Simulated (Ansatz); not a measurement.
Relaxed structures of BSiH₄OF, singlet (PBE0-D4/def2-TZVP; forces vanish, vibrations not checked; lower isomers may exist, and structures with a doubtful reference or unclear bonds are left out; Å). Program: Ansatz 0.2.0. Basis: def2-TZVPP. Cores are frozen in the correlated methods.

(1) Rank them by CCSD(T) energy, lowest first, and give each one's height above the lowest. Links in brackets join atoms within 1.22 times the sum of their covalent radii (1.1 for two metals). (To be estimated.)
A.
a complex of BSiH₃O ([BH2][O][SiH]) + HF
```
8
angstrom
B -0.2176 1.1455 -0.9395
O 0.3327 0.1115 -0.2999
Si 0.7377 -1.3004 0.4388
F -1.2481 -1.2722 1.9584
H 0.4333 1.7332 -1.7593
H -1.3475 1.4607 -0.6798
H 1.4461 -0.6655 1.6353
H -1.7487 -1.9808 1.6373
```
B.
BSiH₄OF ([F][BH][O][SiH3])
```
8
angstrom
B -0.7273 1.6831 -0.3295
O 0.2971 0.9763 0.1702
Si 0.6945 -0.6375 0.1223
F -1.6818 1.0682 -1.0263
H 0.8845 -1.0686 -1.2838
H -0.8083 2.8624 -0.1647
H 1.9597 -0.7770 0.8770
H -0.3764 -1.4400 0.7610
```
C.
BSiH₄OF ([BH2][O][SiH2][F])
```
8
angstrom
B -0.2853 1.2458 -0.9036
O -0.1255 0.6580 0.3031
Si 0.2488 -0.8798 0.7390
F -1.0729 -1.5652 1.2951
H -0.1095 0.6074 -1.9076
H -0.5960 2.4015 -0.9290
H 1.2302 -0.8157 1.8376
H 0.7101 -1.6520 -0.4347
```

The T1 diagnostic stays at or below 0.016.

Results:

(1) The calculation gives: B (0.00 kcal/mol), C (2.12 kcal/mol), A (80.96 kcal/mol). Heights count from the lowest.

For scale, one of the runs: CCSD(T)/def2-TZVPP, 191 basis functions, launched by `ansatz run in.yaml --threads 2 --pin off --events-out ev --progress --plain --max-ram 4352MiB`. The run took 46 s on 2 CPU threads of an Intel Xeon Platinum 8488C (shared host), with 2.1 GiB of host memory at its peak.
